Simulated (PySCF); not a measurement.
C₂H₅ClS₂Si.
Cartesian coordinates in Å at the GFN2-xTB level; atoms count from 1:
```
atom  x, y, z in Å
Cl1    3.257    0.084   -1.036
Si2    1.673   -0.624   -0.033
S3     0.019   -1.021   -1.343
C4    -1.245   -0.318   -0.225
C5    -0.780    0.998    0.352
S6     0.767    0.791    1.309
H7     2.011   -1.805    0.738
H8    -2.143   -0.180   -0.826
H9    -1.445   -1.046    0.561
H10   -0.593    1.730   -0.434
H11   -1.515    1.396    1.050
```

Theory: TDDFT PBE0/def2-SVPD, vertical, gas phase, core orbitals frozen in the response (PySCF).

Orbital energies (eV): HOMO-3 -9.13, HOMO-2 -8.71, HOMO-1 -7.44, HOMO -7.24, LUMO -0.67, LUMO+1 0.02, LUMO+2 0.16.

Lowest singlets, with some entries withheld (?).

```csv
state,λ (nm),f,"main configurations (H = HOMO, L = LUMO)"
S1,241.1,0.0009,H→L (96%)
S2,231.2,0.0035,H-1→L (94%)
S3,206.1,0.014,"H→L+1 (87%), H-1→L+1 (9%)"
S4,?,0.0049,"H-1→L+1 (48%), H→L+2 (43%)"
S5,?,0.011,"H→L+2 (45%), H-1→L+1 (38%)"
S6,?,0.021,H-1→L+2 (84%)
```

Task: Fill in the withheld entries.

Result: 
- S4: λ = 202.8 nm
- S5: λ = 198.1 nm
- S6: λ = 193.5 nm

Task: What is the mean static polarisability from the same response equations?

Result: 99.4 au (14.73 Å³), with principal values 82.0, 101.0 and 115.1 au.

Task: How far apart are S3 and S5, in eV and cm⁻¹?

Result: 6.259 − 6.015 = 0.244 eV, or about 1970 cm⁻¹.

Task: Where do the lowest triplets lie (Tamm–Dancoff)?

Result: T1 4.78 eV, H→L (90%); T2 4.96 eV, H-1→L (86%). E(S1) − E(T1) = +0.36 eV.

Hardware: Arm Neoverse V2, one thread (shared host). Cost: 21 s wall (with the writing of density and orbital grids), 0.78 GiB resident at most.

One conformer stands for the species.
